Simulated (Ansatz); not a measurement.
Geometry optimisation, Ansatz 0.2.0, RHF/cc-pVDZ.

The input (input.yaml):

```yaml
crystal:
  periodic: [false, false, false]
  atoms:
    - { symbol: "N", position_ang: [-0.0172, 0.6049, 1.7634] }
    - { symbol: C, position_ang: [-0.9919, 0.1605, 0.7284] }
    - { symbol: Al, position_ang: [-1.4092, 1.5587, -0.6818] }
    - { symbol: Si, position_ang: [-0.2295, -1.3774, -0.0752] }
    - { symbol: Si, position_ang: [1.7168, -1.0375, -0.9867] }
    - { symbol: H, position_ang: [0.8571, 0.05791, 1.65057] }
    - { symbol: H, position_ang: [-0.41533, 0.23292, 2.70474] }
    - { symbol: H, position_ang: [-1.9153, -0.0879, 1.2011] }
    - { symbol: H, position_ang: [-2.2514, 2.83, -0.18] }
    - { symbol: H, position_ang: [-0.2047, 1.9154, -1.6704] }
    - { symbol: H, position_ang: [-0.1948, -2.4378, 0.9715] }
    - { symbol: H, position_ang: [-1.2084, -1.8391, -1.1025] }
    - { symbol: H, position_ang: [2.5917, -0.5487, 0.0628] }
    - { symbol: H, position_ang: [2.1892, -2.2692, -1.5411] }
    - { symbol: H, position_ang: [1.6111, -0.0173, -2.0105] }
basis:
  gaussian: { orbitals: cc-pVDZ }
hamiltonian:
  xc: hf
relax:
  f_tol: 0.015
  max_steps: 40
output:
  orbitals: {}
```

Launched with:

```bash
$ ansatz run input.yaml --threads 2 --pin off --max-ram 3072MiB --backend cpu --events-out ev --progress --plain --runs-dir out
```

Task: Where does it end, and by what steps?

Result: The forces met the threshold. After 17 steps the energy has fallen by 1.782 eV; H10 moved furthest, 0.83 Å. Joined: N1–Al3.

```json
{"step": "0", "energy less start (eV)": "0.0000", "largest force component (eV/Å)": "3.728", "accepted": "yes"}
{"step": "1", "energy less start (eV)": "-0.9839", "largest force component (eV/Å)": "0.930", "accepted": "yes"}
{"step": "2", "energy less start (eV)": "-1.2720", "largest force component (eV/Å)": "0.329", "accepted": "yes"}
{"step": "3", "energy less start (eV)": "-1.3886", "largest force component (eV/Å)": "0.367", "accepted": "yes"}
{"step": "4", "energy less start (eV)": "-1.5670", "largest force component (eV/Å)": "0.503", "accepted": "yes"}
{"step": "5", "energy less start (eV)": "-1.7184", "largest force component (eV/Å)": "0.626", "accepted": "yes"}
{"step": "6", "energy less start (eV)": "-1.7142", "largest force component (eV/Å)": "0.775", "accepted": "no"}
{"step": "7", "energy less start (eV)": "-1.7594", "largest force component (eV/Å)": "0.159", "accepted": "yes"}
{"step": "8", "energy less start (eV)": "-1.7694", "largest force component (eV/Å)": "0.043", "accepted": "yes"}
{"step": "9", "energy less start (eV)": "-1.7734", "largest force component (eV/Å)": "0.109", "accepted": "yes"}
{"step": "10", "energy less start (eV)": "-1.7746", "largest force component (eV/Å)": "0.201", "accepted": "yes"}
{"step": "11", "energy less start (eV)": "-1.7774", "largest force component (eV/Å)": "0.053", "accepted": "yes"}
{"step": "12", "energy less start (eV)": "-1.7789", "largest force component (eV/Å)": "0.067", "accepted": "yes"}
{"step": "13", "energy less start (eV)": "-1.7804", "largest force component (eV/Å)": "0.052", "accepted": "yes"}
{"step": "14", "energy less start (eV)": "-1.7813", "largest force component (eV/Å)": "0.049", "accepted": "yes"}
{"step": "15", "energy less start (eV)": "-1.7815", "largest force component (eV/Å)": "0.035", "accepted": "yes"}
{"step": "16", "energy less start (eV)": "-1.7817", "largest force component (eV/Å)": "0.017", "accepted": "yes"}
{"step": "17", "energy less start (eV)": "-1.7817", "largest force component (eV/Å)": "0.010", "accepted": "yes"}
```

```xyz
15
Properties=species:S:1:pos:R:3
N -0.359 0.803 1.550
C -1.147 -0.051 0.545
Al -1.026 1.826 -0.080
Si -0.304 -1.604 -0.110
Si 1.784 -1.186 -1.173
H 0.607 0.541 1.655
H -0.773 0.827 2.466
H -2.105 -0.306 0.999
H -2.215 2.813 0.278
H 0.188 2.234 -1.017
H -0.036 -2.591 0.987
H -1.233 -2.246 -1.081
H 2.661 -0.361 -0.291
H 2.477 -2.481 -1.426
H 1.610 -0.474 -2.467
```

Run time: 65 s on 2 threads of Arm Neoverse V1, on a shared host, peak memory 0.37 GiB.
